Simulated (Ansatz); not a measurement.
Cost and result for the atomization energy of CH9NOSi2, SMILES `C[SiH](N)O[SiH3]` (14 atoms, 13 bonds).

| atom | x (Å) | y (Å) | z (Å) |
| --- | --- | --- | --- |
| C1 | 0.3537 | 1.7609 | 1.2381 |
| Si2 | 0.7474 | 0.3164 | 0.1443 |
| N3 | 0.9234 | -1.0983 | 1.0865 |
| O4 | -0.4575 | 0.2316 | -0.9791 |
| Si5 | -1.3224 | -0.8988 | -1.7773 |
| H6 | 1.1725 | 1.9610 | 1.9323 |
| H7 | 0.1760 | 2.6580 | 0.6410 |
| H8 | -0.5507 | 1.5681 | 1.8223 |
| H9 | 2.0224 | 0.4761 | -0.6004 |
| H10 | 1.4398 | -1.8967 | 0.7590 |
| H11 | 0.2898 | -1.3399 | 1.8298 |
| H12 | -0.4351 | -1.9497 | -2.3482 |
| H13 | -2.3005 | -1.5560 | -0.8684 |
| H14 | -2.0588 | -0.2326 | -2.8799 |

Charge 0, multiplicity 1. Geometry: relaxed with PBE0-D4/def2-TZVP. It is one conformer, not always the lowest. Program: Ansatz. All runs use 2 threads of an AMD EPYC 7R13 on a shared host and a share of an NVIDIA H100 80 GB. Times are those of one run each, without the atoms' runs, and a repeat can differ threefold. Electronic energies, without spin–orbit coupling; frozen cores. CCSD(T)/CBS adds CCSD(T) − MP2 in def2-TZVPP to the MP2 limit, and its time is that of the two runs behind it. T1 = 0.011. B3LYP takes the VWN-RPA correlation (the form of Gaussian; ORCA's B3LYP/G).

CCSD(T)/CBS is a level of theory with its own doubt, some kJ/mol a heavy atom from the limit and from the frozen cores, so smaller differences don't rank the functionals.

```tsv
level	functions	wall time	atomization (kcal/mol)	difference from CCSD(T)/CBS	per bond
PBE0-D4/def2-TZVPP	303	1.9 s	1191.4	-15.2	-1.2
B3LYP-D4/def2-TZVPP (with forces)	303	2.2 s	1204.0	-2.6	-0.2
r2SCAN-D4/def2-TZVPP (with forces)	303	2.3 s	1200.4	-6.2	-0.5
B2PLYP/def2-TZVPP	303	2.5 s	1190.4	-16.2	-1.2
PBE-D4/def2-TZVPP (with forces)	303	2.6 s	1203.8	-2.8	-0.2
ωB97X-V/def2-TZVPP	303	2.9 s	1209.2	2.6	0.2
ωB97M-V/def2-TZVPP (with forces)	303	3.3 s	1207.4	0.8	0.1
MP2/def2-QZVPP	581	3.5 s	1202.7	-3.9	-0.3
CCSD(T)/def2-TZVPP	303	4.2 s	1173.2	-33.4	-2.6
CCSD(T)/CBS(def2)	–	7.7 s	1206.6	0.0	0.0
```

In def2-TZVPP, CCSD(T) changes the Hartree–Fock value by +280.7 kcal/mol (the triples alone add +13.0 kcal/mol) and MP2 by +290.1 kcal/mol; breaking electron pairs costs correlation energy, which Hartree–Fock lacks. From PBE to PBE0 (25 % exact exchange), in def2-TZVPP and without D4, the atomization energy moves by −11.4 kcal/mol: exact exchange takes away binding that semilocal exchange gives to molecules. The D4 term adds +11.5 kcal/mol with B3LYP and +6.1 kcal/mol with PBE0; it sums over pairs of atoms, weighted by their polarisabilities, and B3LYP, whose exchange is more repulsive, gets the larger term.
